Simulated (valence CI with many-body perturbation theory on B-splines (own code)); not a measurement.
## Zn XXV: electric-dipole lines

Calculated by valence CI with perturbative core correlation (CI+MBPT): four valence electrons over a frozen Dirac-Fock core [He], a basis of 11 s, 11 p, 9 d, 7 f, 5 g, 2 h, 1 i functions for each j, with the one-electron correlation potential Σ1 (screened to all orders), the two-electron term Σ2, the three-electron term Σ3, Breit, model QED; selected single and double excitations, second order for the rest (own B-spline code, finite nucleus).

No measured spectrum was set against this ion. As an estimate, levels of excited configurations hold to 0.05 to 0.15 % of their energy, terms of the ground configuration to about 0.5 %. Among the levels kept, up to 250 cm⁻¹ of a level comes from second order outside the variational space, and about a tenth of that is noise between levels of different J, which matters for small intervals.

Lines 151 to 200 of 270 in falling wavelength, among levels below 12135 × 10³ cm⁻¹, chosen from the strongest by gf and those to the six lowest levels. Wavelengths and rates use the calculated energies, so an error of 700 cm⁻¹ moves a line at 0.9102 nm by 0.0064 % and its rate by three times that or more. Electric multipoles are in the length gauge, E1 and E2 with the static RPA response of the core. Weak lines are less certain than strong ones. Lines between different terms over intervals too small for the method are left out, as are lines whose strength nearly cancels. The highest levels of a list are the least certain.

Names give the largest LS component (configuration and term), which can be under half, so a name can repeat, a term be missing and a line seem to break the LS rules; names also repeat where a configuration has a term twice. Letters in brackets count levels of one name in rising energy.

| λ vac (nm) | Upper | Lower | A (s⁻¹) | S (a.u.) |
| --- | --- | --- | --- | --- |
| 0.9102 | 2s²2p3d ¹P°_1 | 2s²2p² ¹S_0 | 2.70e+13 | 3.02e-02 |
| 0.9094 | 2s²2p3d ³F°_2 | 2s²2p² ³P_2 | 3.85e+12 | 7.14e-03 |
| 0.9090 | 2s2p²3p ³D°_1 [a] | 2s²2p² ¹S_0 | 6.44e+12 | 7.16e-03 |
| 0.9074 | 2s²2p3d ¹D°_2 | 2s²2p² ¹D_2 | 3.50e+12 | 6.45e-03 |
| 0.9070 | 2s2p²3d ⁵F_1 | 2s2p³ ⁵S°_2 | 2.85e+11 | 3.15e-04 |
| 0.9061 | 2s2p²3d ⁵F_2 | 2s2p³ ⁵S°_2 | 2.61e+12 | 4.79e-03 |
| 0.9059 | 2s2p²3d ³D_3 | 2s2p³ ³D°_2 | 1.44e+13 | 3.69e-02 |
| 0.9055 | 2s2p²3s ³D_3 | 2s2p³ ⁵S°_2 | 5.93e+10 | 1.52e-04 |
| 0.9052 | 2s²2p3d ³D°_3 | 2s²2p² ¹D_2 | 3.42e+12 | 8.77e-03 |
| 0.9051 | 2s2p²3d ³D_2 | 2s2p³ ³D°_1 | 5.77e+12 | 1.06e-02 |
| 0.9047 | 2s²2p3d ³F°_3 | 2s²2p² ³P_2 | 1.72e+13 | 4.39e-02 |
| 0.9045 | 2s²2p3d ³P°_2 [a] | 2s²2p² ³P_2 | 3.31e+12 | 6.04e-03 |
| 0.9045 | 2s²2p3d ³F°_2 | 2s²2p² ³P_1 | 3.71e+11 | 6.77e-04 |
| 0.9036 | 2s²2p3d ³P°_1 | 2s²2p² ¹D_2 | 3.95e+12 | 4.31e-03 |
| 0.9036 | 2s²2p3d ³P°_2 [b] | 2s²2p² ¹D_2 | 1.67e+13 | 3.04e-02 |
| 0.9036 | 2s2p²3d ⁵F_3 [a] | 2s2p³ ⁵S°_2 | 9.56e+12 | 2.44e-02 |
| 0.9033 | 2s²2p3d ³D°_1 | 2s²2p² ³P_2 | 5.23e+11 | 5.71e-04 |
| 0.9011 | 2s2p²3p ⁵D°_2 | 2s²2p² ¹D_2 | 3.04e+11 | 5.48e-04 |
| 0.8996 | 2s²2p3d ³P°_2 [a] | 2s²2p² ³P_1 | 2.48e+13 | 4.46e-02 |
| 0.8994 | 2s2p²3p ⁵D°_1 [b] | 2s²2p² ¹D_2 | 6.52e+11 | 7.02e-04 |
| 0.8984 | 2s²2p3d ¹F°_3 | 2s²2p² ¹D_2 | 5.30e+13 | 1.33e-01 |
| 0.8984 | 2s²2p3d ³D°_1 | 2s²2p² ³P_1 | 5.74e+12 | 6.17e-03 |
| 0.8977 | 2s²2p3d ¹P°_1 | 2s²2p² ¹D_2 | 7.48e+11 | 8.01e-04 |
| 0.8968 | 2s2p²3d ³P_2 | 2s2p³ ⁵S°_2 | 2.26e+12 | 4.02e-03 |
| 0.8965 | 2s2p²3p ³D°_1 [a] | 2s²2p² ¹D_2 | 4.19e+11 | 4.47e-04 |
| 0.8959 | 2s2p²3d ⁵D_1 | 2s2p³ ⁵S°_2 | 3.66e+12 | 3.90e-03 |
| 0.8955 | 2s2p²3d ⁵D_2 | 2s2p³ ⁵S°_2 | 7.17e+12 | 1.27e-02 |
| 0.8951 | 2s2p²3d ⁵F_3 [b] | 2s2p³ ⁵S°_2 | 1.79e+13 | 4.43e-02 |
| 0.8904 | 2s²2p3d ¹D°_2 | 2s²2p² ³P_2 | 5.96e+12 | 1.04e-02 |
| 0.8903 | 2s2p²3d ³F_2 | 2s2p³ ⁵S°_2 | 1.21e+12 | 2.10e-03 |
| 0.8898 | 2s2p²3p ⁵P°_3 | 2s²2p² ¹D_2 | 6.23e+11 | 1.52e-03 |
| 0.8885 | 2s2p²3d ³F_3 [a] | 2s2p³ ⁵S°_2 | 1.84e+13 | 4.45e-02 |
| 0.8883 | 2s²2p3d ³D°_3 | 2s²2p² ³P_2 | 3.24e+13 | 7.85e-02 |
| 0.8877 | 2s2p²3p ³D°_2 [a] | 2s²2p² ¹D_2 | 6.95e+10 | 1.20e-04 |
| 0.8872 | 2s2p²3d ³P_1 | 2s2p³ ⁵S°_2 | 3.76e+11 | 3.89e-04 |
| 0.8867 | 2s²2p3d ³P°_1 | 2s²2p² ³P_2 | 8.01e+12 | 8.27e-03 |
| 0.8867 | 2s²2p3d ³P°_2 [b] | 2s²2p² ³P_2 | 1.33e+13 | 2.29e-02 |
| 0.8864 | 2s2p²3d ⁵P_2 | 2s2p³ ⁵S°_2 | 4.02e+13 | 6.92e-02 |
| 0.8864 | 2s2p²3d ³F_3 [b] | 2s2p³ ⁵S°_2 | 8.16e+12 | 1.96e-02 |
| 0.8858 | 2s²2p3d ³D°_1 | 2s²2p² ³P_0 | 3.74e+13 | 3.85e-02 |
| 0.8857 | 2s2p²3d ⁵P_1 | 2s2p³ ⁵S°_2 | 4.91e+13 | 5.05e-02 |
| 0.8856 | 2s2p²3p ⁵D°_0 | 2s²2p² ³P_1 | 2.45e+12 | 8.39e-04 |
| 0.8856 | 2s²2p3d ¹D°_2 | 2s²2p² ³P_1 | 1.33e+13 | 2.28e-02 |
| 0.8852 | 2s2p²3p ⁵D°_1 [a] | 2s²2p² ³P_1 | 3.50e+12 | 3.59e-03 |
| 0.8844 | 2s2p²3p ⁵S°_2 | 2s²2p² ¹D_2 | 6.84e+10 | 1.17e-04 |
| 0.8843 | 2s2p²3p ⁵D°_2 | 2s²2p² ³P_2 | 6.43e+10 | 1.10e-04 |
| 0.8826 | 2s2p²3p ⁵D°_1 [b] | 2s²2p² ³P_2 | 1.01e+12 | 1.03e-03 |
| 0.8820 | 2s²2p3d ³P°_1 | 2s²2p² ³P_1 | 1.90e+13 | 1.93e-02 |
| 0.8819 | 2s²2p3d ³P°_2 [b] | 2s²2p² ³P_1 | 4.37e+12 | 7.39e-03 |
| 0.8817 | 2s²2p3d ³P°_0 | 2s²2p² ³P_1 | 2.56e+13 | 8.65e-03 |
